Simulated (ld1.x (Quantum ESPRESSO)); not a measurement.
## Varying the PAW potential for copper

Base potential:

Cu, PAW, made with ld1.x (Quantum ESPRESSO) 7.5 (PBE, scalar-relativistic). Core [Ar], reference 3d10 4s1 4p0. Waves: 4s (bound): rcut 2.05, rcutus 2.40 bohr; 4s channel at 1.1 Ry: rcut 2.05, rcutus 2.40 bohr; 4p (bound, empty): rcut 3.55, rcutus 4.25 bohr; 4p channel at 4.7 Ry: rcut 3.55, rcutus 4.25 bohr; 3d (bound): rcut 1.35, rcutus 1.65 bohr; 3d channel at 0.2 Ry: rcut 1.35, rcutus 1.65 bohr. Local part: all-electron potential smoothed inside 2.10 bohr (lloc = -1). Core correction: Bessel-smoothed model core, default radius (core density twice the valence density). Augmentation charge: PSQ, inside the norm-conserving radii.

Cutoffs, loose and tight: the cutoffs (Ry, on a coarse ladder) from which the occupation-weighted sum of valence levels, in a spherical-Bessel basis at the reference potential, stays within 10 and 1 mRy of its value at 400 Ry. They do not see the model core or the augmentation charge, which bear on the density cutoff. Test errors are all-electron minus pseudo excitation energies from the reference, over the configurations 3d10 4s0 4p0; 3d9 4s0 4p0; 3d8 4s0 4p0; 3d7 4s0 4p0; 3d10 4s0 4p1; 3d9 4s1 4p0; 3d10 4s0.5 4p0. A dash means not determined; rows that change the core or the reference have their own tests.

A true bound ghost makes a file unfit for plane-wave use even where its test errors are small: the radial tests pick states by their node count and pass the ghost by.

| change | outcome | cutoff, loose | cutoff, tight | bound ghosts | largest test error (meV) |
| --- | --- | --- | --- | --- | --- |
| base | generated | 40 Ry | 70 Ry | p | -2036 |
| all radii but the core radius scaled by about 0.96 (s 2.30, p 4.08, d 1.58 bohr, rcut 1.96/3.42/1.30); local potential all-electron potential smoothed inside 2.02 bohr (lloc = -1) | generated | 45 Ry | 70 Ry | none | -1956 |
| local potential all-electron potential smoothed inside 3.44 bohr (lloc = -1) | generated | 40 Ry | 70 Ry | p | -3074 |
| local potential all-electron potential smoothed inside 2.00 bohr (lloc = -1) | generated | 40 Ry | 70 Ry | p | -2015 |
| waves 4p (bound): rcut 2.76, rcutus 2.92 bohr; 4p channel at 4.7 Ry: rcut 2.76, rcutus 2.92 bohr | generated | 40 Ry | 70 Ry | none | -2036 |
| waves 4s (bound): rcut 1.84, rcutus 1.94 bohr; 4s channel at 1.1 Ry: rcut 1.84, rcutus 1.94 bohr | generated | 40 Ry | 70 Ry | p | -2036 |
| reference 3d10 4s0.5 4p0 | generated | 40 Ry | 70 Ry | p | -2091 |
| wave 4p channel at 4.7 Ry: rcut 3.55, rcutus 4.25 bohr becomes 4p channel at -0.08 Ry: rcut 3.55, rcutus 4.25 bohr | generated | 40 Ry | 70 Ry | none | -2036 |

**Question.** What comes out with this change to the base: waves 3d (bound): rcut 1.10, rcutus 1.16 bohr; 3d channel at 0.2 Ry: rcut 1.10, rcutus 1.16 bohr?

**Answer.** outcome: generated; cutoff, loose: 100 Ry; cutoff, tight: 180 Ry; bound ghosts: p; largest test error (meV): -1861.
